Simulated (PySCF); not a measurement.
Task: Write Cartesian coordinates for `COB[AsH2]` as optimised with PBE0-D3(BJ)/def2-SVP.

Result: 
```xyz
10
CH6AsBO angstrom
C     -1.6953   -0.4185   -0.5659
O     -0.5934    0.3755   -0.1924
B      0.4521   -0.1006    0.4957
As     1.9110    1.1815    1.0950
H     -2.6132    0.0141   -0.1404
H     -1.7872   -0.4154   -1.6625
H     -1.5833   -1.4562   -0.2126
H      0.4825   -1.2658    0.8439
H      3.0508    0.2713    0.6630
H      1.9268    2.0167   -0.1757
```

Any rigid rotation of these coordinates is as good. Atoms count from 1 in this order. B3 (three-coordinate boron) is planar (angles 120.5°, 120.1° and 119.2°, sum 359.8°, 0.04 Å off the plane of its three neighbours). O2 (boron-bound oxygen) is bent (angle 123.1°). Of the pairs four or more bonds apart, H7···H8 is among the closest relative to their van der Waals radii: 2.33 Å, 97 % of the sum of Bondi's values. As4 (arsenic bonded to B and 2 H) is pyramidal (angles 96.2°, 94.8° and 94.4°, sum 285.4°, 0.86 Å off the plane of its three neighbours).

Bonds between heavy atoms (Å): C1–O2 1.409, O2–B3 1.339, B3–As4 2.033.

Method: PBE0-D3(BJ)/def2-SVP geometry optimisation, gas phase (PySCF 2.14.0).

PBE0-D3(BJ)/def2-SVP frequencies: not computed here. One conformer, not necessarily the lowest (C1–O2–B3–As4 -175°, O2–B3–As4–H -135° and -40°).

On an AMD EPYC 9R45 with one thread (shared host), this took 11 s wall and 0.43 GiB of memory at its peak. That covers the optimisation of the geometry.
